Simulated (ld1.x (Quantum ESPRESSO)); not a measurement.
**Transferability test, TM potential for thallium**

```
Element                 : Tl (Z = 81)
Generator               : ld1.x (Quantum ESPRESSO) 7.5
Type                    : norm-conserving Troullier–Martins (Kleinman–Bylander form)
Functional              : PBE
Relativity              : fully relativistic
Frozen core             : [Xe] 4f14
Valence charge          : 13
Reference configuration : 5d10 6s2 6p0 (charge +1)
Partial waves           : 6p (bound, empty): rc 2.45 bohr; 5d (bound): rc 1.90 bohr; 6s (bound): rc 1.50 bohr
Local potential         : the s channel
Core correction         : none
```

Open shells are filled in proportion to 2j + 1 (rel_dist='average').

Energies are relative to the spin-unpolarised reference configuration 5d10 6s2 6p0; without spin polarisation the order of configurations can differ from experiment.

```tsv
valence configuration	charge	ΔE all-electron (eV)	error AE − PS (meV)
5d10 6s2 6p1	0	-5.273	+2.3
5d10 6s1 6p0	+2	20.785	+35
5d10 6s0 6p0	+3	50.926	+145
5d9 6s0 6p0	+4	102.702	+40
5d10 6s1 6p1	+1	8.149	+25
5d10 6s0 6p3	0	9.682	+57
```

Q: What are ΔE and the potential's error for 5d10 6s1 6p2?

A: ΔE = 2.011 eV all-electron; the error (AE − PS) is +24 meV.
